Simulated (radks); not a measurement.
Results of a calculation; reference values are marked as such.
All-electron atom: Ho I in [Xe] 4f11 6s2. Code: a radial shooting solver on a logarithmic mesh with Libxc functionals. Model: scalar-relativistic Kohn-Sham, HCTH/407, spin-polarised, spherical densities, point nucleus; open shells are filled with parallel spins first (spin-orbit coupling, left out, can overturn this in heavy ions).

Local quantities along the radius. ELF = 1/(1 + alpha^2) is the electron localisation function; alpha = (tau - tau_W)/tau_unif compares the Pauli kinetic energy density with that of the uniform gas (summed over spins). tau is taken from the large components.

| r (bohr) | ELF | alpha |
|---|---|---|
| 0.001635 | 0.999 | 0.02589 |
| 0.001903 | 0.999 | 0.02712 |
| 0.002233 | 0.999 | 0.02882 |
| 0.0026 | 0.999 | 0.03094 |
| 0.003051 | 0.999 | 0.03386 |
| 0.003552 | 0.999 | 0.03750 |
| 0.004168 | 0.998 | 0.04259 |
| 0.004853 | 0.998 | 0.04910 |
| 0.005695 | 0.997 | 0.05849 |
| 0.00663 | 0.995 | 0.07100 |
| 0.00778 | 0.992 | 0.08991 |
| 0.009057 | 0.987 | 0.1164 |
| 0.01063 | 0.975 | 0.1590 |
| 0.01237 | 0.953 | 0.2220 |
| 0.01452 | 0.903 | 0.3278 |
| 0.0169 | 0.808 | 0.4870 |
| 0.01984 | 0.646 | 0.7396 |
| 0.02309 | 0.475 | 1.051 |
| 0.0271 | 0.355 | 1.349 |
| 0.03155 | 0.330 | 1.425 |
| 0.03702 | 0.398 | 1.230 |
| 0.0431 | 0.529 | 0.9433 |
| 0.05058 | 0.666 | 0.7084 |
| 0.05888 | 0.736 | 0.5992 |
| 0.0691 | 0.729 | 0.6090 |
| 0.08044 | 0.635 | 0.7584 |
| 0.0944 | 0.461 | 1.081 |
| 0.1099 | 0.348 | 1.369 |
| 0.129 | 0.383 | 1.270 |
| 0.1501 | 0.541 | 0.9217 |
| 0.1762 | 0.695 | 0.6623 |
| 0.2051 | 0.736 | 0.5988 |
| 0.2407 | 0.630 | 0.7668 |
| 0.2802 | 0.373 | 1.296 |
| 0.3288 | 0.237 | 1.794 |
| 0.3828 | 0.375 | 1.290 |
| 0.4492 | 0.629 | 0.7688 |
| 0.523 | 0.717 | 0.6281 |
| 0.6137 | 0.672 | 0.6988 |
| 0.7145 | 0.531 | 0.9404 |
| 0.8384 | 0.371 | 1.301 |
| 0.9761 | 0.335 | 1.409 |
| 1.145 | 0.430 | 1.151 |
| 1.333 | 0.546 | 0.9122 |
| 1.565 | 0.574 | 0.8615 |
| 1.822 | 0.477 | 1.048 |
| 2.138 | 0.272 | 1.635 |
| 2.489 | 0.128 | 2.610 |
| 2.921 | 0.107 | 2.890 |
| 3.4 | 0.241 | 1.775 |
| 3.99 | 0.631 | 0.7655 |
| 4.645 | 0.888 | 0.3545 |
| 5.451 | 0.964 | 0.1934 |
| 6.346 | 0.982 | 0.1371 |
| 7.447 | 0.984 | 0.1268 |
| 8.669 | 0.972 | 0.1696 |
| 10.17 | 0.891 | 0.3505 |
| 11.84 | 0.506 | 0.9882 |
| 13.9 | 0.054 | 4.170 |

On this mesh the ELF has minima near r = 0.032, 0.11, 0.33, 0.98, 2.9 bohr, which separate the shells, and maxima near 0.059 (0.74), 0.21 (0.74), 0.52 (0.72), 1.6 (0.57), 7.4 (0.98).
